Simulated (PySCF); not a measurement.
FHOSe, SMILES O[Se]F.

The structure is a stationary point at B3LYP-D3(BJ)/def2-TZVP. One conformer was computed; it need not be the lowest.

Calculation: TDA-B3LYP/def2-SVPD run with PySCF 2.14.0.

Vertical excitations. The molecule is in vacuum.

Computed lowest excited states:
```
state  energy (eV)  λ (nm)      f                                                                 main pairs
-----  -----------  ------  -----  -------------------------------------------------------------------------
S1            3.29     377  0.000                                                             HOMO→LUMO 99 %
S2            4.21     295  0.004                                                           HOMO→LUMO+1 99 %
S3            5.83     213  0.052                                                          HOMO→LUMO+2 100 %
S4            6.93     179  0.009                                       HOMO−1→LUMO 63 %, HOMO−1→LUMO+1 11 %
S5            6.95     178  0.062                                                           HOMO→LUMO+3 87 %
S6            7.21     172  0.001                                       HOMO−1→LUMO+1 58 %, HOMO−2→LUMO 35 %
S7            7.32     169  0.005                                         HOMO→LUMO+5 57 %, HOMO→LUMO+4 40 %
S8            7.35     169  0.019                        HOMO→LUMO+4 45 %, HOMO→LUMO+5 40 %, HOMO−2→LUMO 9 %
S9            7.45     166  0.047  HOMO−2→LUMO 38 %, HOMO−1→LUMO+1 26 %, HOMO−2→LUMO+1 11 %, HOMO−1→LUMO 9 %
S10           8.19     151  0.006                                         HOMO→LUMO+6 56 %, HOMO−3→LUMO 36 %
T1            2.45     506      0                                                             HOMO→LUMO 98 %
T2            3.20     387      0                                                           HOMO→LUMO+1 96 %
T3            5.64     220      0                                                           HOMO→LUMO+2 98 %
T4            6.01     206      0                                                           HOMO−1→LUMO 88 %
```
Triplets are in the Tamm–Dancoff approximation.
